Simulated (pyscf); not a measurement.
Optimised with ωB97X-D3(BJ)/def2-SVP in PySCF. Singlets are restricted, triplets unrestricted.

Singlet (Å):
```xyz
6

F      1.5469     0.9678    -0.6225
Si     0.0444     0.8333    -0.0457
F      0.0127     1.5165     1.4180
F     -0.8726     1.7664    -0.9905
Si    -0.6467    -1.4227     0.0898
H      0.5927    -1.6671     0.9427
```

Triplet (Å):
```xyz
6

F      1.5010     1.3193    -1.0874
Si     0.2798     0.8125    -0.1735
F      0.3556     1.6007     1.2269
F     -1.0835     1.2913    -0.8811
Si     0.4472    -1.4524     0.0569
H     -0.4934    -2.2109     0.9290
```

**Question.** For these two minima of F–Si(F)(F)–SiH:, which spin state lies lower at ωB97X-D3(BJ)/def2-TZVP, and by how much (electronic energies)?

**Answer.** The singlet, by 15.8 kcal/mol. Zero-point energy shifts E(triplet) − E(singlet) by +0.3 kcal/mol. The 7 functionals that were run give +5.3 (r²SCAN) to +18.3 kcal/mol (ωB97M-D3(BJ)). Other isomers of F–Si(F)(F)–SiH: [singlet] were not searched in full and may lie lower. 

E(triplet) − E(singlet) by level (kcal/mol):

```json
[
 {"level": "ωB97X-D3(BJ)/def2-TZVP", "gap": "+15.8"},
 {"level": "PBE/def2-TZVP", "gap": "+11.1"},
 {"level": "r²SCAN/def2-TZVP", "gap": "+5.3"},
 {"level": "B3LYP-D3(BJ)/def2-TZVP", "gap": "+15.0"},
 {"level": "PBE0-D3(BJ)/def2-TZVP", "gap": "+9.5"},
 {"level": "M06-2X/def2-TZVP", "gap": "+13.1"},
 {"level": "ωB97M-D3(BJ)/def2-TZVP", "gap": "+18.3"},
 {"level": "HF/def2-TZVP", "gap": "-1.9"}
]
```

The triplet is the lowest one reached from the SCF start used.
